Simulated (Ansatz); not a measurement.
A first, cheap relaxation of Al2FHSe, SMILES `[F][Al]1[AlH][Se]1`.

```yaml
crystal:
  periodic: [false, false, false]
  atoms:
    - {symbol: F, position_ang: [-0.726500, -2.367900, 1.368500]}
    - {symbol: Al, position_ang: [-0.874100, -0.711000, 0.564100]}
    - {symbol: Al, position_ang: [0.665300, 1.125300, -0.312800]}
    - {symbol: Se, position_ang: [-1.306600, 0.630800, -1.345100]}
    - {symbol: H, position_ang: [2.291700, 1.249200, -0.316100]}
basis:
  gaussian: {orbitals: def2-SVP}
hamiltonian: {xc: pbe, dispersion: d4}
relax: {f_tol: 0.03, max_steps: 200}
```

```sh
$ ansatz run in.yaml --threads 2 --pin off --events-out ev --progress --plain --max-ram 4352MiB
```

Output, abridged:

```
Functional definition: PBE
  name "PBE"
  cite "Perdew, Burke & Ernzerhof, Phys. Rev. Lett. 77, 3865 (1996) doi:10.1103/PhysRevLett.77.3865"
  parent pbe
  parameter kappa = 0.804
  parameter beta = 0.06672455060314922
  exchange = pbe_x(kappa = kappa, mu = beta*pi^2/3)
  correlation = pbe_c(beta = beta)
mean field -81244.45905069 eV, -2985.6788006406 hartree, gradient 9.8e-6 eV, S^2 0.000000; 1 other end points of the search recorded, 0 dependent functions left out
the calculation of the forces begins
relax step   1: F+E_penalty+E_count = -81244.58203619 eV  Δ(F+E_penalty+E_count) = +0.000e0 eV  max|allowed force component| = 2.366e0 eV/Å  Δτ_max = 0.0000 Å  (48 SCF iters, accepted)
these checks for a lower state are left out or cut short: starts, cluster_reference, orbital_swaps, neighbouring_geometries, increment
mean field -81245.15356086 eV, -2985.7043234185 hartree, gradient 9.1e-6 eV, S^2 0.000000; 0 other end points of the search recorded, 0 dependent functions left out
the calculation of the forces begins
relax step   2: F+E_penalty+E_count = -81245.27772684 eV  Δ(F+E_penalty+E_count) = -6.957e-1 eV  max|allowed force component| = 2.770e0 eV/Å  Δτ_max = 0.1941 Å  (37 SCF iters, accepted)
these checks for a lower state are left out or cut short: starts, cluster_reference, orbital_swaps, neighbouring_geometries, increment
mean field -81245.40661634 eV, -2985.7136230359 hartree, gradient 1.8e-5 eV, S^2 0.000000; 0 other end points of the search recorded, 0 dependent functions left out
the calculation of the forces begins
relax step   3: F+E_penalty+E_count = -81245.53113804 eV  Δ(F+E_penalty+E_count) = -2.534e-1 eV  max|allowed force component| = 2.442e0 eV/Å  Δτ_max = 0.1950 Å  (35 SCF iters, accepted)
these checks for a lower state are left out or cut short: starts, cluster_reference, orbital_swaps, neighbouring_geometries, increment
mean field -81245.69617156 eV, -2985.7242639942 hartree, gradient 1.2e-5 eV, S^2 0.000000; 0 other end points of the search recorded, 0 dependent functions left out
the calculation of the forces begins
relax step   4: F+E_penalty+E_count = -81245.82140950 eV  Δ(F+E_penalty+E_count) = -2.903e-1 eV  max|allowed force component| = 9.457e-1 eV/Å  Δτ_max = 0.2000 Å  (34 SCF iters, accepted)
these checks for a lower state are left out or cut short: starts, cluster_reference, orbital_swaps, neighbouring_geometries, increment
mean field -81245.76763695 eV, -2985.7268902986 hartree, gradient 2.3e-5 eV, S^2 0.000000; 0 other end points of the search recorded, 0 dependent functions left out
the calculation of the forces begins
relax step   5: F+E_penalty+E_count = -81245.89352684 eV  Δ(F+E_penalty+E_count) = -7.212e-2 eV  max|allowed force component| = 2.389e-1 eV/Å  Δτ_max = 0.1709 Å  (33 SCF iters, accepted)
these checks for a lower state are left out or cut short: starts, cluster_reference, orbital_swaps, neighbouring_geometries, increment
mean field -81245.77039663 eV, -2985.7269917149 hartree, gradient 2.5e-5 eV, S^2 0.000000; 0 other end points of the search recorded, 0 dependent functions left out
the calculation of the forces begins
relax step   6: F+E_penalty+E_count = -81245.89663944 eV  Δ(F+E_penalty+E_count) = -3.113e-3 eV  max|allowed force component| = 2.295e-2 eV/Å  Δτ_max = 0.0182 Å  (28 SCF iters, accepted)
mean field -81245.77039663 eV, -2985.7269917149 hartree, gradient 2.5e-5 eV, S^2 0.000000; 1 other end points of the search recorded, 0 dependent functions left out
the calculation of the forces begins
Total energy: -81245.89667745 eV, -2985.7316324497 hartree
Atom 0 at    -1.320371    -2.217032     1.315090 Å, force    -0.011190    -0.007502     0.002733 eV/Å
Atom 1 at    -0.527013    -0.945314     0.569124 Å, force     0.015691     0.022946    -0.015596 eV/Å
Atom 2 at     0.973154     0.768251    -0.192754 Å, force    -0.002463     0.010813    -0.013046 eV/Å
Atom 3 at    -1.186646     0.487932    -1.183926 Å, force     0.008736    -0.012036     0.017086 eV/Å
Atom 4 at     2.110676     1.832562    -0.548934 Å, force    -0.010774    -0.014221     0.008823 eV/Å
Dipole moment:     0.341999     0.138008     0.069861 e Å
```

Run time 10 s (2 threads of an Arm Neoverse V1 on a shared host); peak host memory 0.13 GiB.
